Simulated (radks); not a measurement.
Task: These are the eigenvalues of the occupied orbitals of an atom or ion with whole-number occupations (eV). Method: Dirac Kohn-Sham, PBE, spin-unpolarised, spherical densities, finite nucleus; Fermi nuclear charge, rms radius of each element as measured or else 0.836 A^(1/3) + 0.57 fm; computed with a radial shooting solver on a logarithmic mesh with Libxc functionals.

1s1/2: -21925.28
2s1/2: -3151.711
2p1/2: -2912.232
2p3/2: -2781.308
3s1/2: -555.0493
3p1/2: -462.1377
3p3/2: -439.9243
3d3/2: -275.4907
3d5/2: -271.1631
4s1/2: -76.3276
4p1/2: -48.7140
4p3/2: -45.3353
4d3/2: -5.3983
4d5/2: -5.0766
5s1/2: -4.2399

Which element is it, and in what charge state? The configuration may be excited. Open shells, if any, are shared by 2j + 1.

Result: Z = 44, ruthenium, charge 0: Ru in [Kr] 4d7 5s1. The list shows which subshells hold electrons but not how many an open one holds; the 1s level, -805.74 hartree, gives Z - s = 40.1 by -(Z - s)^2/2, which with screening and relativity narrows Z to a few neighbours, and the depths of the outer levels then fix element, charge and occupations together.
